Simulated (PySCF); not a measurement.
Al(F)2(SeH) (AlF₂HSe), SMILES [F][Al]([F])[SeH].

Geometry: r2SCAN-D4/def2-SVP. One conformer was computed; it need not be the lowest.

All values below come from ωB97X/def2-TZVPD (PySCF).

Symmetry labels are those of the subgroup Cs that the program uses (full group Cs).

Computed valence orbital energies around the gap with their symmetry:
```tsv
orbital	symmetry	energy (eV)
HOMO−7	A'	-15.53
HOMO−6	A'	-14.98
HOMO−5	A"	-14.88
HOMO−4	A"	-14.49
HOMO−3	A'	-14.39
HOMO−2	A'	-13.74
HOMO−1	A'	-11.84
HOMO	A"	-10.22
LUMO	A'	0.34
LUMO+1	A"	1.36
LUMO+2	A'	1.46
LUMO+3	A'	1.73
```
